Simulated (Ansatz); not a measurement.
# Strength of the Si–O bond: C2H8OSi → C2H7Si + OH

Species: C2H8OSi `CC[SiH2]O`, singlet; C2H7Si `CC[SiH2]`, doublet; OH, doublet. 

Shapes, held fixed at every level: PBE0-D4/def2-TZVP. Flexible molecules stand in one conformer, not always the lowest. Programs: Ansatz 0.2.0. The zero-point and thermal change to 298 K, harmonic and unscaled (PBE0-D4/def2-TZVP), is -14.6 kJ/mol.

| level | kind | ΔH(298 K) (kJ/mol) | CPU time (sum over the molecules) |
| --- | --- | --- | --- |
| PBE-D4/def2-TZVPP | GGA | +511.1 | 29 s |
| B3LYP-D4/def2-TZVPP | global hybrid | +506.7 | 47 s |
| r2SCAN0-D4/def2-TZVPP | global hybrid | +495.2 | 56 s |
| B2PLYP/def2-TZVPP | double hybrid | +516.0 | 54 s |
| CCSD(T)/def2-SVP | coupled cluster or CI | +481.7 | 41 s |
| CCSD/def2-SVP | coupled cluster or CI | +476.5 | – |
| MP2/def2-TZVPP | perturbation theory | +547.0 | – |

MP2/def2-TZVPP gives ΔH(298 K) = +547.0 kJ/mol; the levels span +476.5 to +547.0. The median of the levels is +506.7. No measured value is set beside it here. Open shells run unrestricted unless RO is named. Times are processor times on shared x86 and Arm servers, and rough.
